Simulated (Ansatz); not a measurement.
Input file for Ansatz (a quantum-chemistry and plane-wave program): U-wB97X-V/def2-TZVPP on SO+, 2S+1 = 2, a spin state set in the input, which need not be the lowest, a point of a bond scan (R = 1.420 Å). Charge +1.

Ansatz 0.2 input:
```yaml
crystal:
  periodic: [false, false, false]
  atoms:
    - {symbol: O, position_ang: [0.00000000, 0.00000000, 0.00000000]}
    - {symbol: S, position_ang: [0.00000000, 0.00000000, 1.42049200]}
basis:
  gaussian:
    orbitals: def2-TZVPP
    pivot_positions_ang: [[0.00000000, 0.00000000, 0.00000000], [0.00000000, 0.00000000, 1.42049200]]
hamiltonian:
  xc: {name: wB97X-V}
total_charge: 1
magnetization: {spin_polarized: true, initial_magnetization: 1}
output: {forces: true, orbitals: {seedname: ./end}}
```

It printed:

```
WARN ansatz: RAYON_NUM_THREADS=2 ignored (pool sized by the plan → 2); use --threads N
Functional definition: wB97X-V
integrals: 0.02 GiB planned
442 factors; their error is unknown
integrals: 0.05 GiB planned
82 factors; integrals over basis functions are off by at most 2.4e-5 eV
mean field: 0.28 GiB planned
mean field evaluation 1: about -12856.3507 eV, gradient 6.1e1 eV
mean field evaluation 2: about -12821.1103 eV, gradient 1.1e2 eV
mean field evaluation 4: about -12869.2417 eV, gradient 1.8e0 eV
mean field evaluation 8: about -12869.2625 eV, gradient 8.3e-2 eV
mean field evaluation 16: about -12869.2626 eV, gradient 5.5e-4 eV
mean field -12869.26263879 eV, -472.9366788759 hartree, gradient 3.8e-5 eV, S^2 0.754928; 0 other end points of the search recorded, 0 dependent functions left out
the calculation of the forces begins
reference -12869.26263818 eV, -472.9366788537 hartree; 12, 11 occupied and 61, 62 virtual orbitals, 442 factors
Total energy: -12869.26263818 eV, -472.9366788537 hartree
Atom 0 at     0.000000     0.000000     0.000000 Å, force    -0.000000    -0.000000     0.592650 eV/Å
Atom 1 at     0.000000     0.000000     1.420492 Å, force    -0.000000    -0.000000    -0.592650 eV/Å
Dipole moment:    -0.000000    -0.000000     0.485678 e Å
```

Self-consistency was reached.

Cost: about 2.8 core-seconds (a rough figure).
